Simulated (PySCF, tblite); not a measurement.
A set of runs on `C#C/[C]=C(\C#C)OC` [radical]; the geometry of each is named by its level. Settings lines and outputs come from a driver script.

C7H5O (doublet state).
Atom-mapped SMILES: `[CH:1]#[C:2]/[C:3]=[C:4](\[C:5]#[CH:6])[O:7][CH3:8]` (hydrogens: H9 on C1; H10 on C6; H11, H12, H13 on C8)

Step 1: GFN2-xTB geometry optimisation, gas phase (tblite 0.8.0) (from a force-field or distance-geometry start)
```json
{"job": {"kind": "relax", "xc": "GFN2-xTB", "basis": "xTB"}, "charge": 0, "multiplicity": 2}
```
```
step      E/eV     max force
  0    -580.22166    3.903
  1    -580.43226    1.771
  2    -580.46076    3.567
...
124    -581.02841    0.018
125    -581.02844    0.015
126    -581.02846    0.013
127    -581.02849    0.014
128    -581.02850    0.010
```

Energy lowered by 18.6 kcal/mol over 128 steps; largest atomic force 0.010 eV/Å at the end. «max force» is the largest atomic force in eV/Å.

Step 2: GFN2-xTB harmonic vibrations, gas phase (tblite 0.8.0) (on the GFN2-xTB geometry)
```json
{"job": {"kind": "ir", "xc": "GFN2-xTB", "basis": "xTB"}, "charge": 0, "multiplicity": 2}
```
```
(table of modes left out)
```

33 modes from 44 to 3402 cm⁻¹ (unscaled, harmonic); zero-point energy 54.2 kcal/mol; all wavenumbers are real at this level.

Step 3: UKS B3LYP, pcH-1 on C H O, non-relativistic, mean-field spin-orbit, GIAO (PySCF 2.14.0) (on the GFN2-xTB geometry)
```json
{"job": {"kind": "epr", "basis": "pcH-1"}, "charge": 0, "multiplicity": 2}
```
```
...
E = -344.76165393 Eh   <S^2> = 0.7835 (exact 0.7500)
g shifts (ppm)      1          2          3
  rmc          -148       -148       -148
  gc             28          6         39
  oz_so        -191        -50        417
  total        -310       -192        308
hyperfine (MHz)  atom isotope    a_iso     a_fc   dipolar eigenvalues
    0   13C      54.50      54.50    -52.77    -29.52     82.29
    1   13C     -72.85     -72.85    -21.96     -3.58     25.54
    2   13C      78.17      78.17    -65.49    -43.46    108.95
    3   13C     -43.04     -43.04    -17.62      5.06     12.55
    4   13C      54.00      54.00     -5.62      1.24      4.38
    5   13C       5.95       5.95    -11.48     -0.74     12.22
    6   17O     -35.04     -35.04    -10.86      0.08     10.78
    7   13C       2.00       2.00     -0.72     -0.63      1.36
    8    1H     -49.27     -49.27    -21.65     -3.52     25.16
    9    1H      -0.37      -0.37     -2.88      0.80      2.07
   10    1H       1.69       1.69     -0.83     -0.25      1.08
   11    1H      -2.06      -2.06     -0.87     -0.54      1.42
   12    1H      -2.05      -2.05     -0.88     -0.53      1.41
```

⟨S²⟩ 0.784; g_iso 2.0023. rmc, gc and oz_so are the mass-correction, gauge-correction and orbital-Zeeman/spin–orbit parts of the g shift along its three principal axes; a_iso is the isotropic hyperfine coupling and a_fc its Fermi-contact part. The log counts atoms from 0, this text from 1.

**Question.** Which step took the most CPU time, and about what did each take on AMD EPYC 7B13, one thread, no GPU, shared host?

**Answer.** Step 3, about 98 % of the total. CPU time by step: 1: 0.71 s, 2: 0.35 s, 3: 44 s.

Geometry of the electronic-property runs (GFN2-xTB):
```
atom  x, y, z in Å
C1     3.8733    0.5279   -0.3981
C2     2.6755    0.2563   -0.3483
C3     1.4259   -0.1229   -0.2961
C4     0.1125   -0.2229   -0.2358
C5    -0.6391    0.9810   -0.1742
C6    -1.2517    2.0146   -0.1236
O7    -0.5194   -1.4389   -0.2330
C8    -1.9216   -1.4199   -0.1536
H9     4.8821    0.8067   -0.4388
H10   -1.7763    2.9222   -0.0789
H11   -2.2337   -2.4630   -0.1642
H12   -2.2652   -0.9449    0.7719
H13   -2.3667   -0.8957   -1.0062
```

 (This holds for the electronic-property runs.)

One conformer stands for the species.
